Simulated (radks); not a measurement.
Problem. Coherent X-ray form factor from a spherical all-electron density. Method: non-relativistic Kohn-Sham, SCAN, spin-polarised, spherical densities, point nucleus; meta-GGA in the generalised Kohn-Sham scheme; computed with a radial shooting solver on a logarithmic mesh with Libxc functionals.

sin(theta)/lambda (1/angstrom)  f0 (electrons)
0.05                                     7.870
0.1                                      7.500
0.15                                     6.948
0.2                                      6.286
0.25                                     5.586
0.3                                      4.906
0.4                                      3.737
0.5                                      2.890
0.6                                      2.328
0.8                                      1.742
1                                        1.483
1.25                                     1.288
1.5                                      1.120
2                                        0.810

The species is in the configuration that NIST lists as its ground one. Which atom or ion scatters so?

Solution. The fluorine ion F+, [He] 2s2 2p4. Extrapolating in s^2 from the first two rows gives f0(0) = 8.0, near the electron count 8; among species with that count, the fall with angle is slower the higher Z, and the table is that of Z = 9; from so few rows the species is fixed only to a neighbour or two.
